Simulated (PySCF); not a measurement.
Basis and Hamiltonian dependence of the excitation energy of Rh

Rh [Kr] 4d8 5s1 (4F) → Rh [Kr] 4d7 5s1 6s1 (6F). Calculated with PySCF 2.14 from differences of total energies of unrestricted determinants, without spin-orbit coupling. Values in eV.

```json
{"basis": "aug-cc-pVDZ-PP with ECP28MDF", "Hamiltonian": "ECP", "functions": "54", "UHF": "5.364", "PBE": "7.192", "PBE0": "6.965", "MP2 (valence)": "6.872", "CCSD(T) (valence)": "6.781", "CCSD(T) (valence and next inner shell)": "n/a"}
{"basis": "def2-TZVPPD with the def2 core potential (28 electrons)", "Hamiltonian": "ECP", "functions": "56", "UHF": "6.686", "PBE": "8.083", "PBE0": "7.939", "MP2 (valence)": "8.053", "CCSD(T) (valence)": "7.917", "CCSD(T) (valence and next inner shell)": "7.816"}
{"basis": "ANO-RCC-VTZP", "Hamiltonian": "spin-free X2C", "functions": "68", "UHF": "5.936", "PBE": "7.668", "PBE0": "7.456", "MP2 (valence)": "7.530", "CCSD(T) (valence)": "7.433", "CCSD(T) (valence and next inner shell)": "7.397"}
{"basis": "aug-cc-pwCVDZ-PP with ECP28MDF", "Hamiltonian": "ECP", "functions": "70", "UHF": "5.275", "PBE": "7.106", "PBE0": "6.874", "MP2 (valence)": "6.842", "CCSD(T) (valence)": "6.723", "CCSD(T) (valence and next inner shell)": "6.608"}
{"basis": "aug-cc-pVTZ-PP with ECP28MDF", "Hamiltonian": "ECP", "functions": "88", "UHF": "5.263", "PBE": "7.105", "PBE0": "6.871", "MP2 (valence)": "6.967", "CCSD(T) (valence)": "6.857", "CCSD(T) (valence and next inner shell)": "n/a"}
{"basis": "def2-QZVPPD with the def2 core potential (28 electrons)", "Hamiltonian": "ECP", "functions": "88", "UHF": "6.156", "PBE": "7.692", "PBE0": "7.515", "MP2 (valence)": "7.740", "CCSD(T) (valence)": "7.616", "CCSD(T) (valence and next inner shell)": "n/a"}
{"basis": "x2c-TZVPPall with one added diffuse shell each of s, p, d, f type", "Hamiltonian": "spin-free X2C", "functions": "95", "UHF": "5.341", "PBE": "7.254", "PBE0": "7.000", "MP2 (valence)": "7.010", "CCSD(T) (valence)": "6.891", "CCSD(T) (valence and next inner shell)": "n/a"}
{"basis": "aug-cc-pVTZ-PP with one added diffuse shell each of s, p, d, f, g type with ECP28MDF", "Hamiltonian": "ECP", "functions": "113", "UHF": "5.256", "PBE": "7.104", "PBE0": "6.871", "MP2 (valence)": "6.974", "CCSD(T) (valence)": "n/a", "CCSD(T) (valence and next inner shell)": "n/a"}
{"basis": "aug-cc-pwCVTZ-PP with ECP28MDF", "Hamiltonian": "ECP", "functions": "122", "UHF": "5.244", "PBE": "7.083", "PBE0": "6.852", "MP2 (valence)": "6.985", "CCSD(T) (valence)": "n/a", "CCSD(T) (valence and next inner shell)": "n/a"}
{"basis": "aug-cc-pwCVTZ-DK", "Hamiltonian": "spin-free X2C", "functions": "136", "UHF": "5.285", "PBE": "7.215", "PBE0": "6.960", "MP2 (valence)": "7.030", "CCSD(T) (valence)": "n/a", "CCSD(T) (valence and next inner shell)": "n/a"}
```

Frozen in the all-electron rows: valence and next inner shell: [Ar] 3d10; valence: [Kr]; with a core potential, the same shells as far as they lie outside it.

At UHF, def2-TZVPPD with the def2 core potential (28 electrons), ANO-RCC-VTZP, def2-QZVPPD with the def2 core potential (28 electrons) lie more than 0.3 eV from the median of the rows with comparable relativity. Of these, def2-TZVPPD with the def2 core potential (28 electrons), ANO-RCC-VTZP, def2-QZVPPD with the def2 core potential (28 electrons) have no diffuse functions of the l that the added or promoted electron needs.
